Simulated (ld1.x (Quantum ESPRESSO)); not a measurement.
## Before and after: TM potential for tellurium

* Element: Te (Z = 52)
* Generator: ld1.x (Quantum ESPRESSO) 7.5
* Type: norm-conserving Troullier–Martins (Kleinman–Bylander form)
* Functional: LDA (PZ)
* Relativity: scalar-relativistic
* Frozen core: [Kr]
* Valence charge: 16
* Reference configuration: 4d10 5s2 5p4
* Partial waves: 5s (bound): rc 1.35 bohr; 5p (bound): rc 2.20 bohr; 4f channel at -0.1 Ry: rc 2.05 bohr; 4d (bound): rc 1.30 bohr
* Local potential: the d channel
* Core correction: a·sin(br)/r model core inside 1.20 bohr

All-electron outer shells of the reference configuration (LDA (PZ), scalar-relativistic, ld1.x):

```csv
shell,level (eV),outermost node (bohr),outermost maximum (bohr)
4s,-163.99,0.38,0.70
4p,-114.19,0.38,0.74
4d,-41.70,0.36,0.81
5s,-15.36,0.91,1.77
5p,-6.12,1.00,2.17
```

Change: core [Kr] 4d10, valence charge 6; reference 5s2 5p4; waves now 5s (bound): rc 1.35 bohr; 5p (bound): rc 2.15 bohr; 5d channel at -0.05 Ry: rc 2.25 bohr; local potential all-electron potential smoothed inside 1.80 bohr (lloc = -2); core correction none.

Cutoffs: the cutoffs (Ry, on a coarse ladder) from which the occupation-weighted sum of valence levels, in a spherical-Bessel basis at the reference potential, stays within 10 and 1 mRy of its value at 400 Ry; they do not see the model core or the augmentation charge, which bear on the density cutoff. Errors are all-electron minus pseudo energies relative to the spin-unpolarised reference configuration.

Problem. What does the change do?

Solution. The potential gets softer (110 Ry and 200 Ry → 60 Ry and 200 Ry); the bound ghost in p, s disappears. The shells moved into the core no longer need plane waves of their own. Several settings change at once here, so the effects cannot be laid on one of them.

```tsv
quantity	base	changed
cutoff, loose	110 Ry	60 Ry
cutoff, tight	200 Ry	200 Ry
bound ghosts	s, p	none
largest error over its own tests, meV	-348	+395
```

 A true bound ghost makes a file unfit for plane-wave use even where its test errors are small: the radial tests pick states by their node count and pass the ghost by.
